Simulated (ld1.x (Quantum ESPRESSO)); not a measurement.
# Which change was made? (Cr, TM)

* Element: Cr
* Generator: ld1.x (Quantum ESPRESSO) 7.5
* Type: norm-conserving Troullier–Martins (Kleinman–Bylander form)
* Functional: PBE
* Relativity: scalar-relativistic
* Frozen core: [Ne] 3s2
* Valence charge: 12
* Reference configuration: 3p6 3d5 4s0.75 4p0 (charge +0.25)
* Partial waves: 4s (bound): rc 2.10 bohr; 3p (bound): rc 1.20 bohr; 3d (bound): rc 2.05 bohr
* Local potential: all-electron potential smoothed inside 1.30 bohr (lloc = -1)
* Core correction: Bessel-smoothed model core inside 1.20 bohr

Cutoffs, loose and tight: the cutoffs (Ry, on a coarse ladder) from which the occupation-weighted sum of valence levels, in a spherical-Bessel basis at the reference potential, stays within 10 and 1 mRy of its value at 400 Ry. They do not see the model core or the augmentation charge, which bear on the density cutoff. Test errors are all-electron minus pseudo excitation energies from the reference, over the configurations 3p6 3d5 4s1 4p0; 3p6 3d5 4s0 4p0; 3p6 3d4 4s0 4p0; 3p6 3d2 4s0 4p0; 3p6 3d5.5 4s0.5 4p0; 3p6 3d4 4s1 4p0; 3p6 3d5 4s0 4p1; variants that change the core or the reference have their own tests. The largest error is taken over the tests solved by every variant that gives reliable tests at all, those not shown here included: 3p6 3d2 4s0 4p0; 3p6 3d4 4s0 4p0; 3p6 3d5 4s0 4p0; 3p6 3d5 4s0 4p1; 3p6 3d5 4s1 4p0; 3p6 3d5.5 4s0.5 4p0.

The base gives: outcome: generated; cutoff, loose: 70 Ry; cutoff, tight: 110 Ry; bound ghosts: s; largest test error (meV): +754.

On the changes marked as counting shells twice: ld1.x takes every shell without a wave as core, so the model core holds the marked electrons as well and exchange and correlation see them twice. This cancels in the reference configuration, but the file is broken for other ones, and its errors say nothing about a proper core correction.

**Question.** After one change the result is: outcome: generated; cutoff, loose: 110 Ry; cutoff, tight: 230 Ry; bound ghosts: none; largest test error (meV): -345. Which change was it?
A. wave 3d (bound): rc 2.05 bohr becomes 3d (bound): rc 2.98 bohr
B. core [Ne], valence charge 14; reference 3s2 3p6 3d5 4s0 4p1; waves now 3p (bound): rc 0.80 bohr; 3d (bound): rc 1.85 bohr; 3s (bound): rc 1.20 bohr; local potential the s channel; core correction a·sin(br)/r model core inside 0.40 bohr (4p counted twice)
C. wave 3p (bound): rc 1.20 bohr becomes 3p (bound): rc 0.80 bohr

**Answer.** B. The others give: wave 3d (bound): rc 2.05 bohr becomes 3d (bound): rc 2.98 bohr → outcome: generated; cutoff, loose: 55 Ry; cutoff, tight: 100 Ry; bound ghosts: s; largest test error (meV): +4229 | wave 3p (bound): rc 1.20 bohr becomes 3p (bound): rc 0.80 bohr → outcome: generated; cutoff, loose: 110 Ry; cutoff, tight: 230 Ry; bound ghosts: s; largest test error (meV): +751.
